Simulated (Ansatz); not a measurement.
Cost and result for the atomization energy of `FB1SC1[SiH3]` (9 atoms, 9 bonds).

Z-matrix (Å, degrees):
```
C
Si 1 1.867
B 1 1.521 2 123.5
S 1 1.921 2 114.2 3 -68.4
H 1 1.090 2 115.7 3 159.6
H 2 1.488 1 109.3 3 -104.7
H 2 1.486 1 110.6 3 135.3
H 2 1.485 1 108.8 3 15.1
F 3 1.305 1 145.1 2 80.2
```

Charge 0, multiplicity 1. All single points use the PBE0-D4/def2-TZVP geometry. Program: Ansatz. All runs use 4 threads of an Arm Neoverse V2 on a shared host. Times are those of one run each, without the atoms' runs, and a repeat can differ threefold. Electronic energies, without spin–orbit coupling; frozen cores. CCSD(T)/CBS adds CCSD(T) − MP2 in def2-TZVPP to the MP2 limit, and its time is that of the two runs behind it. T1 = 0.014. B3LYP takes the VWN-RPA correlation (the form of Gaussian; ORCA's B3LYP/G).

CCSD(T)/CBS is a level of theory with its own doubt, some kJ/mol a heavy atom from the limit and from the frozen cores, so smaller differences don't rank the functionals.

```json
{"level": "PBE-D4/def2-TZVPP (with forces)", "functions": "233", "wall time": "2 s"}
{"level": "PBE0-D4/def2-TZVPP", "functions": "233", "wall time": "2.5 s"}
{"level": "B3LYP-D4/def2-TZVPP (with forces)", "functions": "233", "wall time": "3.7 s"}
{"level": "B2PLYP/def2-TZVPP", "functions": "233", "wall time": "4.3 s"}
{"level": "r2SCAN-D4/def2-TZVPP (with forces)", "functions": "233", "wall time": "4.4 s"}
{"level": "ωB97X-V/def2-TZVPP", "functions": "233", "wall time": "6.5 s"}
{"level": "ωB97M-V/def2-TZVPP (with forces)", "functions": "233", "wall time": "9 s"}
{"level": "MP2/def2-QZVPP", "functions": "431", "wall time": "15 s"}
{"level": "CCSD(T)/def2-TZVPP", "functions": "233", "wall time": "81 s"}
{"level": "CCSD(T)/CBS(def2)", "functions": "–", "wall time": "96 s"}
```

Q: What atomization energy does each give, and how far from CCSD(T)/CBS? (Estimate.)

A: Computed: 
| level | atomization (kcal/mol) | difference from CCSD(T)/CBS | per bond |
| --- | --- | --- | --- |
| PBE-D4/def2-TZVPP (with forces) | 810.3 | 20.0 | 2.2 |
| PBE0-D4/def2-TZVPP | 796.3 | 6.0 | 0.7 |
| B3LYP-D4/def2-TZVPP (with forces) | 790.6 | 0.3 | 0.0 |
| B2PLYP/def2-TZVPP | 783.4 | -6.9 | -0.8 |
| r2SCAN-D4/def2-TZVPP (with forces) | 800.5 | 10.2 | 1.1 |
| ωB97X-V/def2-TZVPP | 796.7 | 6.4 | 0.7 |
| ωB97M-V/def2-TZVPP (with forces) | 797.0 | 6.7 | 0.7 |
| MP2/def2-QZVPP | 801.8 | 11.5 | 1.3 |
| CCSD(T)/def2-TZVPP | 769.4 | -20.9 | -2.3 |
| CCSD(T)/CBS(def2) | 790.3 | 0.0 | 0.0 |

The D4 term adds +8.4 kcal/mol with B3LYP and +4.4 kcal/mol with PBE0; it sums over pairs of atoms, weighted by their polarisabilities, and B3LYP, whose exchange is more repulsive, gets the larger term. From PBE to PBE0 (25 % exact exchange), in def2-TZVPP and without D4, the atomization energy moves by −13.2 kcal/mol: exact exchange takes away binding that semilocal exchange gives to molecules. In def2-TZVPP, CCSD(T) changes the Hartree–Fock value by +182.4 kcal/mol (the triples alone add +13.9 kcal/mol) and MP2 by +202.5 kcal/mol; breaking electron pairs costs correlation energy, which Hartree–Fock lacks.
